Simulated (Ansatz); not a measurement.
Basis sets compared for ScAu4⁺. Total charge 1; singlet. Geometry B3LYP-D4/def2-SVP. Ansatz on 4 threads of Intel Xeon 6975P-C on a shared host; times are rough, and most runs start from earlier orbitals.

```xyz
5

Sc   -0.093   -0.405   -0.808
Au   -0.583    1.825    0.625
Au    0.584   -2.611    0.278
Au    0.789    1.720   -1.911
Au   -0.696   -0.530    1.816
```

In the def2 sets Au takes a core potential; there is no spin–orbit coupling. The structure comes from a short search, and lower isomers may exist.

| level | functions | energy (Eh) | HOMO (eV) | LUMO (eV) | wall time |
| --- | --- | --- | --- | --- | --- |
| PBE-D4/def2-SVP | 159 | -1303.4235 | -10.00 | -8.80 | 2.6 s |
| PBE0-D4/def2-SVP | 159 | -1303.2375 | -10.54 | -7.94 | 3.4 s |

**Question.** Estimate the rows for PBE-D4/def2-TZVP (with forces), PBE0-D4/def2-TZVP.

**Answer.** 
```
                         level  functions  energy (Eh)  HOMO (eV)  LUMO (eV)  wall time
PBE-D4/def2-TZVP (with forces)        205   -1303.5500      -9.96      -8.76      3.9 s
             PBE0-D4/def2-TZVP        205   -1303.3636     -10.49      -7.89      5.5 s
```
